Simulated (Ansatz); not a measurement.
`C[BH][AlH][CH3]` at its PBE0-D4/def2-TZVP geometry, where that method's forces vanish. Total charge 0; spin multiplicity 1.

```xyz
12

C    -1.7229    0.2544   -1.4795
B    -0.6362    0.9772   -0.6256
Al    0.2885    0.2517    1.1526
C     1.8717   -0.9082    1.1623
H    -2.2729   -0.5606   -1.0066
H    -2.4218    0.9294   -1.9821
H    -1.1307   -0.1993   -2.2953
H    -0.2542    2.0298   -1.0789
H    -0.3025    0.6697    2.5813
H     2.2594   -1.1409    0.1682
H     1.6414   -1.8557    1.6629
H     2.6800   -0.4474    1.7408
```

Q: What forces (eV/Å) does PBE-D4/def2-TZVPP give on these atoms in Ansatz? (Best estimate.)

A: Computed: 
```
C1   0.048  0.072  0.152
B2   0.031 -0.063  0.089
Al3 -0.091  0.071 -0.102
C4  -0.038  0.031 -0.018
H5  -0.105 -0.171  0.079
H6  -0.135  0.131 -0.124
H7   0.104 -0.083 -0.165
H8   0.046  0.116 -0.045
H9  -0.040  0.029  0.108
H10  0.072 -0.044 -0.181
H11 -0.042 -0.173  0.095
H12  0.149  0.084  0.110
```
